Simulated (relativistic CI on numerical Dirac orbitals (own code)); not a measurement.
## Slater and spin-orbit integrals, Au30+

Computed by Dirac-Coulomb-Breit CI, separate exchange-only KLI orbitals for each configuration, model QED (radiative potential, 1s self-energy scaled to tabulated hydrogen-like ionisation energies), unscaled Slater integrals (own radial code, finite nucleus).

Slater integrals F^k, G^k are unscaled and averaged over j, outside the closed core [Ar] 3d10; ζ comes from projecting the Hamiltonian with its Breit term on Σ l·s of the shell.

- 4s2 4p6 4d10 4f3: F^2(4f,4f) = 264670, F^4(4f,4f) = 172590, F^6(4f,4f) = 126230, ζ(4f) = 12442 cm⁻¹; <r>(4f) = 0.3965, <r^2>(4f) = 0.18 (bohr units).
- 4s2 4p6 4d9 4f4: ζ(4d) = 71174, F^2(4f,4f) = 264240, F^4(4f,4f) = 172300, F^6(4f,4f) = 126010, F^2(4d,4f) = 242530, F^4(4d,4f) = 157970, G^1(4d,4f) = 257670, G^3(4d,4f) = 174900, G^5(4d,4f) = 127670, ζ(4f) = 12330 cm⁻¹; <r>(4d) = 0.4137, <r^2>(4d) = 0.1959, <r>(4f) = 0.3971, <r^2>(4f) = 0.1805 (bohr units).
- 4s2 4p6 4d10 4f2 5s: F^2(4f,4f) = 267270, F^4(4f,4f) = 174380, F^6(4f,4f) = 127580, ζ(4f) = 12730, G^3(4f,5s) = 35803 cm⁻¹; <r>(4f) = 0.3932, <r^2>(4f) = 0.177, <r>(5s) = 0.7123, <r^2>(5s) = 0.5656 (bohr units).

Averages of the first 10 configurations, taken without configuration mixing, which lowers the lowest level and can move excited configurations by several eV; other configurations of the list can lie among them:

```csv
Configuration,Parity,States,Average energy above the lowest level (eV)
4s2 4p6 4d10 4f3,odd,364,16.6
4s2 4p6 4d9 4f4,even,10010,263.6
4s2 4p6 4d10 4f2 5s,even,182,192.4
4s2 4p6 4d10 4f2 5p,odd,546,269.4
4s2 4p6 4d10 4f 5s2,odd,14,380.2
4s2 4p5 4d10 4f4,odd,6006,514.6
4s2 4p6 4d10 4f 5s 5p,even,168,453.9
4s2 4p6 4d10 4f2 5d,even,910,368.5
4s2 4p6 4d10 4f 5p2,odd,210,533.9
4s2 4p6 4d10 4f 5s 5d,odd,280,555.6
```
